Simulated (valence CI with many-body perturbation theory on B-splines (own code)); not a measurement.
Run record, Cs⁴⁸⁺

Computed by relativistic CI+MBPT: five valence electrons over a frozen Dirac-Fock core [He], radial functions for each j: 9 s, 9 p, 8 d, 6 f, 3 g, 1 h, with the one-electron correlation potential Σ1 (screened to all orders), the two-electron term Σ2, the three-electron term Σ3, Breit, model QED; selected single and double excitations, second order for the rest (own B-spline code, finite nucleus).

Command, and the settings that its task file holds:

```sh
python run_cv.py task.json out
```

```
atom Cs  Z=55  mass_number=133  rms_radius_fm=4.8041
core [He]
valence 2s2 2p3
avg = 1
basis = M
breit = 1
cap = 40000
capref = 1200
cscale = 1
de = 0.0
dress = 0
eps = 2e-08
h = 0.27
hh = 1
l2 = 3
lcore = 6
maxit = 60
n2 = 5
natural = 1
nlev = 45
nno = [5, 5, 5, 4, 2, 1]
nroot = 26
nsp = [4, 4, 3, 2, 1, 0]
pt2 = 1
qed = 1
rpa = 1
s1 = 1
s2 = 1
s3 = 1
screen = 1
tol = 2e-05
```

It took 3.4 min on 1 thread of Arm Neoverse V1, on a shared host.

Log. The first blocks belong to the next ion, which gives the ionisation energy. Fields: 2J, parity (1 odd), roots, reference size, generating configurations, candidates as configurations/state functions, variational space P, stored matrix elements, Davidson steps; e2 is the range of second-order energies in hartree. The first line gives the box (bohr), its intervals, the orbitals and the steps of their self-consistent field. Window is the range of levels sought, series limit the energy at which the first omitted orbital would enter, core excitation an estimate of the first excitation out of the core, left out the lowest levels not solved, and shifts from estimates the range by which levels moved from their first estimate, all in cm⁻¹.

```
rmax 1.7 intervals 55 orbitals 63 references ['2s2 2p3', '2s 2p4', '2p5'] scf 3 t 0.5
2J=0 par=0 roots 2 ref 28 generators 4 cand 3355/4621 P 2097/2966 nnz 1.1e+06 it 4
2J=0 par=0 roots 2 ref 28 generators 4 cand 1284/1683 P 2474/3488 nnz 1.5e+06 it 4
   second order: generators 7 cand 4768/7541 e2 -0.00002 -0.00001
reference levels 581, estimated 439, window 43487774 1/cm; series limit 59244286, core excitation 250650532
2J=3 par=1 roots 16 ref 87 generators 22 cand 28505/213632 P 2046/8000 nnz 5e+06 it 5
2J=3 par=1 roots 16 ref 87 generators 22 cand 27387/209352 P 7319/39996 nnz 7.8e+07 it 8
   second order: generators 31 cand 40994/369261 e2 -0.00558 -0.00080
2J=5 par=1 roots 11 ref 72 generators 17 cand 28323/255184 P 1835/7997 nnz 5.8e+06 it 5
2J=5 par=1 roots 11 ref 72 generators 18 cand 28168/252933 P 6409/39995 nnz 8.3e+07 it 7
   second order: generators 23 cand 34002/334234 e2 -0.00538 -0.00218
2J=1 par=1 roots 12 ref 58 generators 21 cand 25591/120539 P 2774/7997 nnz 4.2e+06 it 8
2J=1 par=1 roots 12 ref 58 generators 21 cand 24101/116240 P 10024/39998 nnz 7.1e+07 it 8
   second order: generators 29 cand 30409/180350 e2 -0.00149 -0.00024
2J=5 par=0 roots 13 ref 79 generators 20 cand 29154/257941 P 1973/8000 nnz 5.6e+06 it 7
2J=5 par=0 roots 13 ref 79 generators 20 cand 28147/253660 P 6653/39992 nnz 8.2e+07 it 9
   second order: generators 28 cand 39419/426938 e2 -0.00646 -0.00214
2J=1 par=0 roots 13 ref 59 generators 22 cand 25622/120625 P 2789/8000 nnz 4.4e+06 it 7
2J=1 par=0 roots 13 ref 59 generators 23 cand 24878/117481 P 10207/40000 nnz 7e+07 it 8
   second order: generators 34 cand 35499/209619 e2 -0.00160 -0.00013
2J=3 par=0 roots 16 ref 86 generators 20 cand 28488/213648 P 1926/7997 nnz 5.6e+06 it 6
2J=3 par=0 roots 16 ref 86 generators 21 cand 28284/211431 P 7138/39993 nnz 7.9e+07 it 8
   second order: generators 29 cand 39654/361469 e2 -0.00536 -0.00151
2J=7 par=1 roots 5 ref 44 generators 11 cand 23300/224473 P 1833/8000 nnz 5.7e+06 it 5
2J=7 par=1 roots 5 ref 44 generators 11 cand 22195/219384 P 5910/39995 nnz 9.8e+07 it 7
   second order: generators 12 cand 20621/203875 e2 -0.00337 -0.00175
2J=7 par=0 roots 5 ref 46 generators 11 cand 23251/224402 P 1888/7999 nnz 5.4e+06 it 5
2J=7 par=0 roots 5 ref 46 generators 11 cand 22111/219319 P 5836/39993 nnz 9.5e+07 it 7
   second order: generators 15 cand 27434/328341 e2 -0.00345 -0.00142
2J=9 par=0 roots 2 ref 22 generators 5 cand 13569/126151 P 1645/7972 nnz 6.9e+06 it 5
2J=9 par=0 roots 2 ref 22 generators 5 cand 12626/120701 P 5324/38109 nnz 1.4e+08 it 5
   second order: generators 7 cand 14859/210385 e2 -0.00020 -0.00009
2J=9 par=1 roots 2 ref 17 generators 4 cand 12095/122139 P 1455/7996 nnz 8.1e+06 it 4
2J=9 par=1 roots 2 ref 17 generators 4 cand 11334/116660 P 4383/36148 nnz 1.3e+08 it 5
   second order: generators 6 cand 18066/243744 e2 -0.00066 -0.00019
left out: unestimated 55719295, estimated 45742317, shifts from estimates -180 to 259
operators 0.2
```

The Davidson iterations converged.

The last digits are not significant, and no measured levels were compared; by estimate large intervals hold to a few tenths of a per cent, small ones and those within an open d or f shell to about a per cent. Among the levels kept, up to 1200 cm⁻¹ of a level comes from second order outside the variational space, and about a tenth of that is noise between levels of different J, which matters for small intervals.

```yaml
Valence_energy: -1760.108 hartree
Ionisation_energy: "8726.3 eV (NIST: 8726 ± 4 eV (theoretical))"
Reference_configurations_for_the_orbitals: 2s2 2p3, 2s 2p4, 2p5
Radial_orbitals: 63
Box_radius: 1.72 bohr
Largest_variational_space: 40000
Lowest_levels: (2s^2 2p1/2^2 2p3/2) J=3/2 0.00, (2s^2 2p1/2 2p3/2^2) J=3/2 25.79, (2s^2 2p1/2 2p3/2^2) J=5/2 27.28, (2s^2 2p1/2 2p3/2^2) J=1/2 29.65, (2s 2p1/2^2 2p3/2^2) J=5/2 42.23, (2s 2p1/2^2 2p3/2^2) J=1/2 47.41, (2s 2p1/2^2 2p3/2^2) J=3/2 47.52, (2s^2 2p3/2^3) J=3/2 55.53, (2s 2p1/2 2p3/2^3) J=3/2 [a] 69.53, (2s 2p1/2 2p3/2^3) J=5/2 71.96, (2s 2p1/2 2p3/2^3) J=1/2 74.75, (2s 2p1/2 2p3/2^3) J=3/2 [b] 75.56, (2p1/2^2 2p3/2^3) J=3/2 93.73, (2s 2p3/2^4) J=1/2 101.81 Ry
```

Levels are named by their leading jj configuration (3d3/2^4 stands for four electrons in 3d with j = 3/2), which in mixed levels can hold well under half, so a name can repeat and another be missing. Letters in brackets count levels of one name in rising energy.
